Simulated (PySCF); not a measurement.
Al(Me)(OMe)(NH2) (C2H8AlNO), SMILES C[O][Al]([CH3])[NH2].

Geometry: PBE-D3(BJ)/def2-SVP. Other conformers were not sampled.

Two levels are set side by side: PBE/def2-TZVP (PySCF) and ωB97X/def2-TZVP (PySCF). Same geometry, gas phase. Differences are taken from unrounded values.

```
quantity                       PBE
---------------------------  -----
orbital gap (eV)              5.06
highest occupied level (eV)  -5.73
lowest empty level (eV)      -0.67
dipole moment (D)             1.42
mean polarisability (bohr³)   64.6
```

These are the PBE values. What does ωB97X give? (An estimate is asked for; the answer gives what the named calculation found.)


```tsv
quantity	ωB97X	PBE minus ωB97X
orbital gap (eV)	11.67	-6.60
highest occupied level (eV)	-9.66	3.93
lowest empty level (eV)	2.01	-2.68
dipole moment (D)	1.45	-0.03
mean polarisability (bohr³)	60.0	4.6
```

Without exact exchange PBE keeps part of each electron's self-repulsion, which lifts occupied levels and narrows the gap. PBE's more diffuse valence density responds more strongly to a field. Differences between two approximate levels are no errors against the true value.

Rough cost on one machine, each run with all the roots and properties that it gave: ωB97X against PBE within a factor of 2.
